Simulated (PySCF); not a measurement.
Species: CH5B3BrF.
Atom-mapped SMILES: `[BH2:1][B:2]([F:3])[CH2:4][BH:5][Br:6]` (hydrogens: H7, H8 on B1; H9, H10 on C4; H11 on B5)

Method: PySCF, PBE0-D3(BJ)/def2-SVP geometry optimisation, gas phase; density fitting, grid level 1; the optimiser is geomeTRIC in internal coordinates, started from a GFN2-xTB structure with every atom displaced at random (about 0.01 Å).

Step 0: E = -75884.1865 eV
```
atom  x, y, z in Å  |  force x, y, z in eV/Å
B1      1.9453    0.2332    0.9554   -0.901   0.807  -0.431
B2      0.6756    0.5530   -0.0855   -0.546  -0.211  -0.399
F3      0.5637    1.5933   -0.9152    0.293   0.181   0.116
C4     -0.5459   -0.4552   -0.1354   -0.530   0.586   1.113
B5     -1.7135    0.1868    0.7224    1.290  -0.659  -0.640
Br6    -1.7671   -0.1098    2.5720   -0.079  -0.135   0.800
H7      2.8679   -0.3828    0.6460    1.203  -0.906  -0.443
H8      1.9097    0.6033    2.0650   -0.062   0.258   1.007
H9     -0.8780   -0.5453   -1.1543   -0.206   0.002  -0.994
H10    -0.2744   -1.4303    0.2604    0.147  -0.428   0.260
H11    -2.5224    0.9142    0.2899   -0.609   0.506  -0.388
```

Step 1: E = -75884.3047 eV
```
atom  x, y, z in Å  |  force x, y, z in eV/Å
B1      1.9502    0.2563    0.9468    0.065  -0.202  -0.064
B2      0.6483    0.4640   -0.1188    0.102   0.182   0.343
F3      0.5851    1.5828   -0.8470   -0.040  -0.028  -0.192
C4     -0.6043   -0.5005   -0.1549    0.287  -0.275  -0.417
B5     -1.6501    0.2165    0.7192   -0.542  -0.111   0.093
Br6    -1.7391   -0.1118    2.6050    0.054   0.047  -0.038
H7      3.0045   -0.2724    0.6531   -0.116   0.058   0.015
H8      1.8260    0.6065    2.1004    0.037   0.030  -0.029
H9     -0.9453   -0.5704   -1.2092    0.008   0.088   0.233
H10    -0.3418   -1.4995    0.2378   -0.006   0.175   0.006
H11    -2.4726    0.9891    0.2884    0.151   0.036   0.049
```

Q: Estimate the geometry and energy of step 2. (The exact step hangs on the optimiser's Hessian estimate; all steps are aligned on step 1, rigid shifts and turns removed.)

A: E = -75884.3297 eV, largest force 0.096 eV/Å
```
atom  x, y, z in Å  |  force x, y, z in eV/Å
B1      1.9533    0.2471    0.9550   -0.013   0.093  -0.024
B2      0.6459    0.4942   -0.0915   -0.052   0.042  -0.046
F3      0.5760    1.5767   -0.8746    0.080  -0.009   0.030
C4     -0.5937   -0.4900   -0.1480   -0.021  -0.030  -0.015
B5     -1.6907    0.1912    0.7121    0.031  -0.046   0.011
Br6    -1.7571   -0.1122    2.6005   -0.018  -0.009   0.007
H7      2.9789   -0.3099    0.6330   -0.047  -0.030  -0.004
H8      1.8740    0.6158    2.1060    0.031  -0.025   0.000
H9     -0.9194   -0.5552   -1.2006    0.012   0.029   0.020
H10    -0.3151   -1.4788    0.2467   -0.008   0.002   0.030
H11    -2.4913    0.9814    0.2823    0.006  -0.016  -0.009
```

The energy changes by -0.0250 eV. The first-order estimate −F·Δx gives -0.0486 eV and the mean of the old and new forces, exact on a quadratic surface, -0.0252 eV. The step makes an angle of 66° with the force vector and moves no atom by more than 0.050 Å.

What follows is the cost of the whole optimisation. Hardware: one thread of an Arm Neoverse N1 (shared host). Cost: 71 s, 0.53 GiB resident at most.
